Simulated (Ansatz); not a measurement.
Li₃PS₄, relaxed as a singlet with RKS r2SCAN-D4/def2-SVP in Ansatz, starting from the GFN1-xTB geometry. Force threshold 0.02 eV/Å.

The structure comes from a short search, and lower isomers may exist.

Start:

Cartesian coordinates in Å:
```
Li 1.379 -0.727 1.666
Li -1.908 0.675 1.074
Li -0.558 -1.922 -1.104
P 0.272 0.489 -0.405
S 2.102 0.796 0.317
S 0.273 -0.286 -2.240
S -0.916 2.078 -0.230
S -0.644 -1.103 0.923
```

| step | energy (eV) | largest force component (eV/Å) | SCF passes |
| --- | --- | --- | --- |
| 1 | -53231.8709 | 0.933 | 15 |
| 2 | -53232.0892 | 0.377 | 19 |
| 3 (rejected) | -53232.0885 | 0.876 | 20 |
| 4 | -53232.1403 | 0.146 | 20 |
| 5 | -53232.1441 | 0.025 | 21 |
| 6 | -53232.1444 | 0.008 | 21 |

Force components are those of the run's own axes.

End:

Cartesian coordinates in Å:
```
Li 1.4789 -0.7499 1.7818
Li -2.0335 0.7142 1.1312
Li -0.6238 -2.0285 -1.1920
P 0.2983 0.5225 -0.4356
S 2.1611 0.8207 0.3218
S 0.2894 -0.2941 -2.2973
S -0.9361 2.1252 -0.2356
S -0.6343 -1.1101 0.9257
```

By distances, no bond broke or formed. The bond that changes most is Li2–P4, from 2.64 to 2.82 Å (atoms count from 1).

No frequencies were taken in this run, so the end may be a saddle point.

Run time 26 s (4 threads of Arm Neoverse N1 on a shared host).
